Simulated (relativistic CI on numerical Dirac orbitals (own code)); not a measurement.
Nb3+: q coefficients and field-shift factors

Calculated at this level of theory: Dirac-Coulomb-Breit CI, KLI orbitals optimised for each configuration, valence Slater integrals scaled by 0.85, P86 correlation energy added to each configuration, derivatives by finite differences, QED left out (own radial code, finite nucleus).

CI space (outside the closed core [Ar] 3d10 4s2): 4p⁶4d², 4p⁶4d5s, 4p⁶4d5p, 4p⁶4d4f, 4p⁶5s², 4p⁶5s5p, 4p⁶4d5d, 4p⁵4d³. Levels of other configurations are missing.

With x = (α/α₀)² − 1 an excitation energy changes as ω = ω₀ + qx; K = 2q/ω₀ is the relative enhancement. Terms are leading LS components, so labels can repeat. The field-shift factor is F = δν/δ⟨r²⟩ for the transition from the lowest level.

Lowest level 4p⁶4d² ³F2.

```
       Level  ω₀ (cm⁻¹)  q (cm⁻¹)        K  F (GHz/fm²)
  4p⁶4d² ³F3      971.1     996.4     2.05       0.0158
  4p⁶4d² ³F4     2120.2      2060     1.94       0.0342
  4p⁶4d² ¹D2     9016.3     661.4    0.147        0.168
  4p⁶4d² ³P0    10380.9       474   0.0913       0.0441
  4p⁶4d² ³P1    10753.8     905.2    0.168       0.0511
  4p⁶4d² ³P2    11625.6      1911    0.329       0.0858
  4p⁶4d² ¹G4    14309.1      1180    0.165       0.0693
  4p⁶4d² ¹S0    32905.4     863.2   0.0525        0.275
 4p⁶4d5s ³D1    55694.5     -8191   -0.294         4.94
 4p⁶4d5s ³D2    56243.3     -7743   -0.275         4.94
 4p⁶4d5s ³D3    57308.0     -6659   -0.232         4.97
 4p⁶4d5s ¹D2    63113.8     -6319     -0.2         4.45
4p⁶4d5p ¹D°2    99732.9     -5810   -0.117         1.13
4p⁶4d5p ³D°1   101376.1     -5359   -0.106         1.12
4p⁶4d5p ³D°2   102157.1     -4330  -0.0848         1.14
4p⁶4d5p ³D°2   102697.5     -3896  -0.0759          1.1
4p⁶4d5p ³F°3   102793.4     -4448  -0.0866         1.14
4p⁶4d5p ³D°3   103994.4     -2779  -0.0534         1.11
4p⁶4d5p ³F°4   105239.4     -2130  -0.0405         1.13
4p⁶4d5p ³P°1   107285.0     -4152  -0.0774         1.12
4p⁶4d5p ³P°0   107529.5     -3704  -0.0689          1.1
4p⁶4d5p ³P°2   108041.0     -3042  -0.0563         1.13
4p⁶4d5p ¹F°3   110987.6     -3099  -0.0559         1.11
```

Correlation outside the listed configurations is missing or only estimated: errors of thousands of cm⁻¹ between configurations and terms are usual at this charge. Rates and lifetimes follow the computed energies and can be off by large factors. The fine structure of a lone outer electron comes out too small, for d and f at times inverted, and misplaced configurations move strength between like terms.
